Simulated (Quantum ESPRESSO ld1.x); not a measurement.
The numbers below are computed, except where a source is named.
Species: Cd40+. Configuration: [He] 2s2 2p4. Code: ld1.x of Quantum ESPRESSO 7.5. Model: Dirac Kohn-Sham, LDA (Slater exchange, Perdew-Zunger correlation), spin-unpolarised, spherical densities, point nucleus; open shells fill j = l - 1/2 first. Some entries of the table are withheld. Estimate them.

orbital  occ.  eigenvalue (hartree)  r(max) (bohr)  <r^2> (bohr^2)
1s1/2       2                   (1)        0.01968        0.001246
2s1/2       2              -240.814         0.1093         0.01896
2p1/2       2              -233.585        0.08381         0.01391
2p3/2       2              -225.888        0.08793         0.01504
3s1/2       0              -100.386         0.2870          0.1024
3p1/2       0                   (2)         0.2682         0.09228
3p3/2       0                   (3)         0.2753         0.09662

Answer. 
(1) 1s1/2 eigenvalue (hartree): -1081.48
(2) 3p1/2 eigenvalue (hartree): -97.9970
(3) 3p3/2 eigenvalue (hartree): -95.8983
